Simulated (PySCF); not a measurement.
## Simulated absorption spectrum

C7H5N.
Bonds: C1–C2, C2–C3 (triple), C3–C4, C4–C5 (triple), C5–C6, C6–C7, C7–N8 (triple). Hydrogens: H9, H10, H11 on C1; H12, H13 on C6.

Level of theory: PySCF 2.14.0, density-fitted response routines, TDDFT CAM-B3LYP/def2-SVPD, vertical, gas phase, core orbitals frozen in the response. Geometry: PBE0-D3(BJ)/def2-SVP; no solvent, vibrations or thermal averaging.

Broadening: Gaussians 0.3 eV wide at half height, area fixed by f = 4.319×10⁻⁹ ∫ε dν̃. The width is an assumption, not a result. The curve ends short of the highest state used, and states not computed would add to its high-energy end.

```json
{"λ (nm)": "190.0", "ε (L mol⁻¹ cm⁻¹)": "208"}
{"λ (nm)": "193.0", "ε (L mol⁻¹ cm⁻¹)": "35"}
{"λ (nm)": "196.0", "ε (L mol⁻¹ cm⁻¹)": "3"}
{"λ (nm)": "199.1", "ε (L mol⁻¹ cm⁻¹)": "0"}
{"λ (nm)": "202.1", "ε (L mol⁻¹ cm⁻¹)": "0"}
{"λ (nm)": "205.1", "ε (L mol⁻¹ cm⁻¹)": "0"}
{"λ (nm)": "208.1", "ε (L mol⁻¹ cm⁻¹)": "0"}
{"λ (nm)": "211.1", "ε (L mol⁻¹ cm⁻¹)": "0"}
{"λ (nm)": "214.1", "ε (L mol⁻¹ cm⁻¹)": "0"}
{"λ (nm)": "217.1", "ε (L mol⁻¹ cm⁻¹)": "0"}
{"λ (nm)": "220.1", "ε (L mol⁻¹ cm⁻¹)": "0"}
{"λ (nm)": "223.2", "ε (L mol⁻¹ cm⁻¹)": "0"}
{"λ (nm)": "226.2", "ε (L mol⁻¹ cm⁻¹)": "0"}
{"λ (nm)": "229.2", "ε (L mol⁻¹ cm⁻¹)": "0"}
{"λ (nm)": "232.2", "ε (L mol⁻¹ cm⁻¹)": "0"}
{"λ (nm)": "235.2", "ε (L mol⁻¹ cm⁻¹)": "0"}
{"λ (nm)": "238.2", "ε (L mol⁻¹ cm⁻¹)": "0"}
{"λ (nm)": "241.2", "ε (L mol⁻¹ cm⁻¹)": "1"}
{"λ (nm)": "244.3", "ε (L mol⁻¹ cm⁻¹)": "2"}
{"λ (nm)": "247.3", "ε (L mol⁻¹ cm⁻¹)": "4"}
{"λ (nm)": "250.3", "ε (L mol⁻¹ cm⁻¹)": "6"}
{"λ (nm)": "253.3", "ε (L mol⁻¹ cm⁻¹)": "8"}
{"λ (nm)": "256.3", "ε (L mol⁻¹ cm⁻¹)": "8"}
{"λ (nm)": "259.3", "ε (L mol⁻¹ cm⁻¹)": "7"}
{"λ (nm)": "262.3", "ε (L mol⁻¹ cm⁻¹)": "5"}
{"λ (nm)": "265.3", "ε (L mol⁻¹ cm⁻¹)": "4"}
{"λ (nm)": "268.4", "ε (L mol⁻¹ cm⁻¹)": "2"}
{"λ (nm)": "271.4", "ε (L mol⁻¹ cm⁻¹)": "1"}
{"λ (nm)": "274.4", "ε (L mol⁻¹ cm⁻¹)": "1"}
{"λ (nm)": "277.4", "ε (L mol⁻¹ cm⁻¹)": "0"}
{"λ (nm)": "280.4", "ε (L mol⁻¹ cm⁻¹)": "0"}
{"λ (nm)": "283.4", "ε (L mol⁻¹ cm⁻¹)": "0"}
{"λ (nm)": "286.4", "ε (L mol⁻¹ cm⁻¹)": "0"}
{"λ (nm)": "289.4", "ε (L mol⁻¹ cm⁻¹)": "0"}
{"λ (nm)": "292.5", "ε (L mol⁻¹ cm⁻¹)": "0"}
{"λ (nm)": "295.5", "ε (L mol⁻¹ cm⁻¹)": "0"}
```

(1) Locate the maxima and give the states behind the curve.

(2) Does any computed singlet lie in the visible range?

(3) Coming from long wavelengths, where does ε first pass 100 L mol⁻¹ cm⁻¹?

(4) On this curve, what absorbance would a 10⁻⁵ mol/L sample give at 193 nm over a 1 cm path?

Results:

(1) 255 nm (4.85 eV), ε about 8.3, made up of S2 (97%) (ε in L mol⁻¹ cm⁻¹; maxima over ε = 5, shares over 10%). At its high-energy end, 6.52 eV, the curve is still rising (ε about 190, from S5). The states used: S1 4.65 eV (f 0.0000); S2 4.86 eV (f 0.0001); S3 4.89 eV (f 0.0000); S4 6.69 eV (f 0.0000); S5 6.76 eV (f 0.013); S6 7.12 eV (f 0.0002).

(2) No computed singlet lies in the visible range (380 to 750 nm); the lowest, at 267 nm, stands 1.38 eV above its violet end (3.26 eV).

(3) At about 191 nm (6.48 eV), 1.83 eV above S1.

(4) 193 nm is 6.424 eV, where ε is about 35 L mol⁻¹ cm⁻¹, so A = ε c l ≈ 0.00035 (Beer–Lambert, with the gas-phase spectrum and the assumed width).
